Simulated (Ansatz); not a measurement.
Total energies of Cl3HHfSe (`[Cl][Hf]([Cl])([Cl])[SeH]`).

Z-matrix (Å, degrees):
```
Hf
Cl 1 2.323
Cl 1 2.316 2 111.8
Cl 1 2.323 2 108.6 3 -123.8
Se 1 2.550 2 109.5 3 116.7
H 5 1.475 1 87.5 2 59.7
```

Total charge 0; spin multiplicity 1. Correlated methods include outer-core shells of Hf, Se, which these sets cover unevenly. Scalar relativity is left out up to krypton. Hf takes the def2 core potential. The geometry is a stationary point of PBE0-D4/def2-TZVP. It is one conformer, not always the lowest. Basis def2-TZVPP, Ansatz 0.2.0.

RPA on PBE orbitals: Hartree–Fock energy of these orbitals -3826.67740 Eh, correlation -1.79792 Eh (frozen core).

| functional | energy without D4 (Eh) | D4 term (kJ/mol) |
| --- | --- | --- |
| LDA (SPW92) | -3823.12646 | – |
| PBE | -3830.21456 | -22.6 |
| BLYP | -3831.12269 | -44.8 |
| r2SCAN | -3831.04786 | -5.5 |
| B97M-V | -3830.33845 | – |
| PBE0 | -3830.36925 | -20.2 |
| B3LYP | -3831.21361 | -36.9 |
| r2SCAN0 | -3830.98493 | -7.0 |
| HSE06 (plane-wave form) | -3830.34828 | -19.6 |
| BHLYP | -3831.00344 | -37.8 |
| CAM-B3LYP | -3831.23774 | -21.9 |
| ωB97M-V | -3830.83937 | – |
| B2PLYP | -3830.25196 | – |
| PBE-QIDH | -3829.72689 | – |

(1) Give the same for revPBE, r2SCANh, LC-ωPBE, ωB97X-V. (Best estimate.)

B3LYP takes the VWN-RPA correlation (the form of Gaussian; ORCA's B3LYP/G). HSE06 is the plane-wave form, built on full-range PBE exchange. The double hybrids freeze the cores in their second-order part.

Results:

(1) Ansatz gave: 
```
functional  energy without D4 (Eh)  D4 term (kJ/mol)
    revPBE             -3830.71303             -43.2
   r2SCANh             -3831.02197              -6.2
   LC-ωPBE             -3830.42382                 –
   ωB97X-V             -3830.66713                 –
```

LC-ωPBE has ω = 0.4 bohr⁻¹.
